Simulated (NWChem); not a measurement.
Molecule: AlICl$_{2}$; SMILES [Al]([Cl])([I])[Cl]

Program: NWChem. Coordinates come from a PBE0/def2-SVP optimisation. def2 effective core potentials on I; no spin-orbit coupling. LC-ωPBE (HJS hole) with def2-SVP; x = 1 − exp(−ω/0.25 bohr⁻¹) is a scale chosen for this fit.

| row | x | −ε(HOMO) (eV) |
|---|---|---|
| ω = 0.15 | 0.451 | 9.03 |
| ω = 0.25 | 0.632 | 9.96 |
| ω = 0.50 | 0.865 | withheld |
| ω = 0.60 | 0.909 | 11.39 |
| ω = 0.80 | 0.959 | 11.63 |

Question: Fit a straight line of the last column on the one before it, predict the withheld value, and compare with the run.

Answer: 
1. Means of the 4 shown rows: x = 0.7378, y = 10.503. Slope Σ(x − x̄)(y − ȳ)/Σ(x − x̄)² = 0.8811/0.1717 = 5.132; intercept 6.716.
2. The shown rows scatter about the line by 0.006 (root mean square); the largest residual is +0.01, at ω = 0.60.
3. At x = 0.865 (ω = 0.50; inside the shown range) the line gives 11.16.
4. The run gives 11.17, +0.01 from the line.
